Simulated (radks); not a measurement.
Problem. Species: Cd. Configuration: [Kr] 4d10 5s2. All-electron calculation, scalar-relativistic Kohn-Sham, LDA (Slater exchange, VWN5 correlation), spin-polarised, spherical densities, finite nucleus; Fermi nuclear charge, rms radius 4.6087 fm. Program: a radial shooting solver on a logarithmic mesh with Libxc functionals. Some entries of the table are withheld. Estimate them.

| orbital | occ. | eigenvalue (hartree) | <r^2> (bohr^2) |
|---|---|---|---|
| 1s | 2 | -973.5623 | 0.001252 |
| 2s | 2 | -144.5723 | 0.02047 |
| 2p | 6 | (1) | 0.01612 |
| 3s | 2 | (2) | 0.1474 |
| 3p | 6 | (3) | 0.1484 |
| 3d | 10 | -14.47933 | 0.1335 |
| 4s | 2 | -3.88968 | 0.8752 |
| 4p | 6 | (4) | 1.057 |
| 4d | 10 | -0.43743 | 2.044 |
| 5s | 2 | (5) | 9.511 |

Solution. 
(1) 2p eigenvalue (hartree): -129.8126
(2) 3s eigenvalue (hartree): -26.92690
(3) 3p eigenvalue (hartree): -22.08411
(4) 4p eigenvalue (hartree): -2.46199
(5) 5s eigenvalue (hartree): -0.21883
